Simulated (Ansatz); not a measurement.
Isolated molecules relaxed with PBE0-D4/def2-TZVP in Ansatz; ΔE leaves out vibrations. CCSD(T)/CBS adds triple-zeta CCSD(T) − MP2 to the extrapolated MP2 energy (def2 sets, frozen cores). Elements past krypton have def2 core potentials. For W outer-core shells are correlated without core-valence functions, which leaves a few kJ/mol of doubt a bond. One conformer a species, not always the lowest.

Consider the substitution at a C–Si bond: `CO[Si](C)(N)O` + `[NH2][W](=[O])([OH])=[S]` → `C[O][W]([NH2])(=[O])=[S]` + `CO[SiH](N)O`.

`CO[Si](C)(N)O`:

Z-matrix (Å, degrees):
```
C
O 1 1.406
H 1 1.096 2 111.3
H 1 1.096 2 111.5 3 121.4
H 1 1.092 2 108.5 3 -119.0
Si 2 1.646 1 123.6 3 -76.0
N 6 1.705 2 111.0 1 -55.5
C 6 1.857 2 111.7 1 64.6
O 6 1.643 2 103.0 1 -175.0
H 7 1.006 6 120.6 2 140.7
H 7 1.007 6 121.3 2 -70.2
H 8 1.093 6 111.2 2 174.2
H 8 1.093 6 110.2 2 54.9
H 8 1.093 6 111.7 2 -65.0
H 9 0.958 6 115.2 2 -18.0
```

`[NH2][W](=[O])([OH])=[S]`:

Z-matrix (Å, degrees):
```
W
O 1 1.699
O 1 1.885 2 109.8
N 1 1.929 2 106.9 3 120.1
S 1 2.141 2 111.8 3 -121.5
H 3 0.960 1 123.3 2 12.5
H 4 1.009 1 124.2 2 147.4
H 4 1.009 1 122.8 2 -19.7
```

`C[O][W]([NH2])(=[O])=[S]`:

Z-matrix (Å, degrees):
```
C
W 1 3.064
O 1 1.407 2 23.4
H 1 1.093 2 110.7 3 -91.9
H 1 1.092 2 126.8 3 43.9
H 1 1.093 2 89.0 3 157.8
O 2 1.702 1 122.2 3 -41.2
N 2 1.933 1 112.4 3 88.8
S 2 2.143 1 92.6 3 -159.8
H 8 1.009 2 122.9 1 -119.1
H 8 1.008 2 124.3 1 72.5
```

`CO[SiH](N)O`:

Cartesian coordinates in Å:
```
C -0.246 0.944 -1.775
O -0.574 -0.052 -0.834
Si -0.009 -0.085 0.697
N -0.404 -1.529 1.504
O 1.619 0.084 0.550
H 0.831 0.975 -1.962
H -0.760 0.714 -2.710
H -0.570 1.936 -1.439
H -0.601 1.022 1.493
H -0.143 -2.422 1.116
H -1.275 -1.591 2.005
H 2.131 0.003 1.356
```

| species | MP2/CBS(def2) energy (Eh) |
| --- | --- |
| `CO[Si](C)(N)O` | -575.71398 |
| `[NH2][W](=[O])([OH])=[S]` | -671.73205 |
| `C[O][W]([NH2])(=[O])=[S]` | -710.95804 |
| `CO[SiH](N)O` | -536.45157 |

Q: Work out ΔE.

A: ΔE = (-710.95804) + (-536.45157) − (-575.71398) − (-671.73205) = 0.03642 Eh = +0.99 eV. CCSD(T)/CBS gives +0.96 eV.

Largest T1 diagnostic among the species: 0.022, so the coupled-cluster value is less sure than usual.

In def2-TZVPP, CCSD(T) changes the Hartree–Fock value by +0.12 eV (the triples alone add −0.00 eV) and MP2 by +0.16 eV. The D4 term adds +0.04 eV with B3LYP and +0.02 eV with PBE0; it sums over pairs of atoms, weighted by their polarisabilities, and B3LYP, whose exchange is more repulsive, gets the larger term.

B3LYP here is the variant with VWN-RPA as its local correlation; programs differ in this.
